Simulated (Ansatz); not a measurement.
Coupled-cluster diagnostics for GaSi4, Ansatz.

Geometry of the doublet (B3LYP-D4/def2-SVP):

```xyz
5

Ga    0.486   -2.059    1.850
Si    0.795   -0.953   -0.640
Si   -0.499    0.367    0.905
Si   -0.096    2.247   -0.393
Si   -0.687    0.398   -1.722
```

Correlated methods freeze 29 core orbitals; core or outer-core shells of Ga are correlated, in sets that lack core-valence functions. Another isomer (doublet) lies 0.23 eV lower at PBE0-D4/def2-TZVP; other spin states weren't run for this one.

(1) Estimate the CCSD(T) correlation energy, the shares of MP2 and (T), T1 and the reference's ⟨S²⟩ for: charge 0, doublet, own geometry in def2-TZVP; and the rough time on 4 threads of Arm Neoverse V2 on a shared host.

Results:

(1) 
```
                          state      basis  correlation (eV)  MP2 share (%)  (T) share (%)     T1  ⟨S²⟩ (pure)  wall time                                          remarks
charge 0, doublet, own geometry  def2-TZVP           -19.054           88.7            7.8  0.046  1.12 (0.75)    6.9 min  large T1 (0.046), spin-contaminated (⟨S²⟩ 1.12)
```
Customary marks for T1 are 0.02 (closed shells), 0.045 (open shells) and about 0.05 (3d metals). T1 exceeds 0.02 in 1 of 1 rows and 0.045 in 1; the higher it lies, the less the single-reference result can be trusted.
